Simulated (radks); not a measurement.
Values are calculated unless marked as measured or tabulated.
Species: Ba2+. Configuration: [Kr] 4d10 5s1 5p6 4f1 (not the ground configuration). Level of theory: Dirac Kohn-Sham, LDA (Slater exchange, Perdew-Wang correlation), spin-unpolarised, spherical densities, finite nucleus; open shells fill j = l - 1/2 first; Fermi nuclear charge, rms radius 4.8378 fm (a radial shooting solver on a logarithmic mesh with Libxc functionals).

Normalised radial functions P(r) = r R(r) (large component), r in bohr:

r,5p3/2,4f5/2
0.003872,0.0051,0.0000
0.004507,0.0068,0.0000
0.005205,0.0088,0.0000
0.00606,0.0116,0.0000
0.006998,0.0149,0.0000
0.008082,0.0192,0.0000
0.009409,0.0249,0.0000
0.01087,0.0316,0.0000
0.01255,0.0400,0.0000
0.01461,0.0507,0.0000
0.01687,0.0630,0.0001
0.01949,0.0774,0.0001
0.02268,0.0949,0.0002
0.0262,0.1133,0.0003
0.03026,0.1330,0.0005
0.03522,0.1538,0.0009
0.04068,0.1719,0.0015
0.04698,0.1858,0.0025
0.05469,0.1928,0.0041
0.06316,0.1883,0.0066
0.07294,0.1693,0.0103
0.08492,0.1303,0.0165
0.09807,0.0742,0.0252
0.1142,-0.0034,0.0388
0.1319,-0.0880,0.0572
0.1523,-0.1725,0.0826
0.1773,-0.2450,0.1188
0.2047,-0.2802,0.1636
0.2364,-0.2672,0.2195
0.2752,-0.1921,0.2907
0.3179,-0.0663,0.3682
0.3671,0.0938,0.4523
0.4274,0.2643,0.5426
0.4936,0.3853,0.6228
0.57,0.4289,0.6907
0.6636,0.3664,0.7426
0.7664,0.2054,0.7693
0.8851,-0.0289,0.7735
1.03,-0.3083,0.7553
1.19,-0.5525,0.7201
1.374,-0.7336,0.6715
1.6,-0.8277,0.6096
1.848,-0.8193,0.5445
2.151,-0.7240,0.4719
2.484,-0.5818,0.4018
2.869,-0.4228,0.3320
3.34,-0.2687,0.2608
3.857,-0.1550,0.1978
4.455,-0.0784,0.1419
5.186,-0.0326,0.0930
5.989,-0.0119,0.0574
6.917,-0.0036,0.0323
8.052,-0.0008,0.0155
9.299,-0.0002,0.0068

5p3/2: eigenvalue -30.499 eV, 3 radial nodes at r = 0.113, 0.338, 0.871 bohr, <r> = 1.93 bohr, 90 % of the charge inside 2.81 bohr. 4f5/2: eigenvalue -10.121 eV, 0 radial nodes, <r> = 1.57 bohr, 90 % of the charge inside 2.89 bohr.
